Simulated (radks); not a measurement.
Dipole-allowed excitations along the series with 29 electrons in [Ar] 3d10 4s1. Method: scalar-relativistic Kohn-Sham, PBE, spin-polarised, spherical densities, finite nucleus; open shells are filled with parallel spins first; Fermi nuclear charge, rms radius of each element as measured or else 0.836 A^(1/3) + 0.57 fm; computed with a radial shooting solver on a logarithmic mesh with Libxc functionals. Time-dependent linear response with the Hartree and adiabatic LDA kernel, continuum included through the Sternheimer equations, no spin-orbit coupling, so fine structure and intercombination lines are absent. Lines are the poles of the dipole polarisability below minus the highest occupied eigenvalue, found on a grid refined at the orbital gaps; the lowest seven at most are given, and weak or close lines can be missed. The first line takes the name of the lowest orbital gap if no other gap lies below it; otherwise a line is named after a gap within 0.6 % of it, if that gap stands alone.

species,-e(HOMO) (eV),lowest orbital gap (eV),first line (eV),f,static alpha (bohr^3),measured (eV)
Cu,4.894,4s-4p 4.043,4.065 (4s-4p),0.232,41.62,4s-4p 3.806
Zn+,14.521,4s-4p 6.297,6.674 (4s-4p),0.742,16.65,4s-4p 6.083
Ga2+,26.694,4s-4p 8.390,8.969 (4s-4p),0.790,9.134,-
Ge3+,41.167,4s-4p 10.436,11.177 (4s-4p),0.798,5.761,-
As4+,57.766,4s-4p 12.467,13.350 (4s-4p),0.792,3.941,-
Se5+,76.392,4s-4p 14.499,15.512 (4s-4p),0.780,2.846,-

Measured values: term averages from the NIST Handbook of Basic Atomic Spectroscopic Data.
